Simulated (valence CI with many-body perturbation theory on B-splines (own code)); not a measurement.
**Which ion has this spectrum?**

A relativistic CI+MBPT calculation for an atom or ion with 6 electrons gives these levels (Ry):

```tsv
J	Parity	E	g
0	even	0.00	
1	even	149.43	1.46
2	even	150.76	1.12
2	odd	174.77	1.48
1	odd	181.96	1.11
2	even	302.41	1.29
0	even	307.60	
2	odd	321.90	1.54
3	odd	325.28	1.29
0	odd	330.66	
1	odd	332.50	1.30
2	odd	333.10	1.04
1	odd	333.49	1.28
2	even	359.89	1.30
```

The energies are calculated, and their last digits are not significant.

(1) Which is it?
A. Hg74+
B. Tl75+
C. Au73+
D. Pt72+

Results:

(1) A. Hg74+, ground level (2s^2 2p1/2^2) J=0.
